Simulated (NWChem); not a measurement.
# C₂H₄FNOSi; SMILES N#C[C@@H](F)[SiH2]O

```xyz
10

N      0.7832     2.7668    -0.0791
C      0.2185     1.7843     0.1596
C     -0.4294     0.5076     0.4257
F     -1.6255     0.4063    -0.2631
Si     0.6727    -0.9715    -0.1252
O     -0.1088    -2.3794     0.2655
H     -0.6403     0.4369     1.5080
H      0.8826    -0.8115    -1.5918
H      1.9388    -0.9334     0.6470
H     -0.8989    -2.6021    -0.2363
```
Atoms are numbered in this order, from 1.

Results from NWChem. Structure relaxed at the PBE0/def2-SVP level. Level: PBE0/def2-SVP with SMD (1 M gas to 1 M solution), gas-phase geometry. Reactions with the solvent are ignored.

### Question
Among these, which solvent gives the lowest value of “solvation free energy (kcal/mol)”?
A. methanol
B. chloroform
C. tetrahydrofuran
D. N,N-dimethylformamide

### Answer
A, methanol. Values: methanol -7.6; N,N-dimethylformamide -6.2; chloroform -6.0; tetrahydrofuran -5.7
